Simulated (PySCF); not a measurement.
## Ionisation energy of Os+ by level of theory

Os+ [Xe] 4f14 5d6 6s1 (6D) → Os(2+) [Xe] 4f14 5d6 (5D), as a difference of total energies. All numbers are calculated (PySCF 2.14, scalar relativity through the core potential, in cc-pVTZ-PP with ECP60MDF). Correlated levels: valence: 5s2 5p6 frozen. The calculations carry no spin-orbit coupling.

```csv
method,ionisation energy (eV)
UHF,16.018
r2SCAN,17.575
PBE,17.553
MP2 (valence),16.854
SCS-MP2 (valence),16.488
```

Q: How much does correlation contribute at MP2 (valence)?

A: 16.854 − (16.018) = 0.836 eV, measured against UHF.

The reference lies between the lowest fine-structure levels, while these numbers refer to the centres of the terms.

Errors of the correlated levels include the incompleteness of this basis and the frozen core.

For comparison: 17 ± 1 eV (semi-empirical (NIST evaluation); NIST Atomic Spectra Database, ionization energies).
